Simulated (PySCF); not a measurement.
BH3N, SMILES [BH]N, multiplicity 2.

Geometry optimised at r2SCAN-D4/def2-TZVP. The isomer is the one that the SMILES or the coordinates give; other isomers of the formula were not compared.

These are M06-2X/def2-TZVPD (PySCF) values and carry that method's errors.

Isolated molecule, no solvent.

Question: Estimate the frontier levels, dipole moment and polarisability. (The exact figures need the calculation; the answer reports its results.)

Answer: 
The α spin, highest occupied and lowest empty level comes out as -6.36 and 0.29 eV and the β spin, highest occupied and lowest empty level comes out as -10.32 and -1.64 eV. The dipole moment is 2.14 D and the quadrupole, principal values (traceless, Buckingham form, about the centre of nuclear charge) comes out as -1.52, -0.64, 2.16 D·Å. The mean static polarisability comes out as 28.6 bohr³ (4.24 Å³) and the polarisability, principal values is 24.6, 27.9, 33.4 bohr³. The ⟨S²⟩ comes out as 0.755 (pure state 0.75).
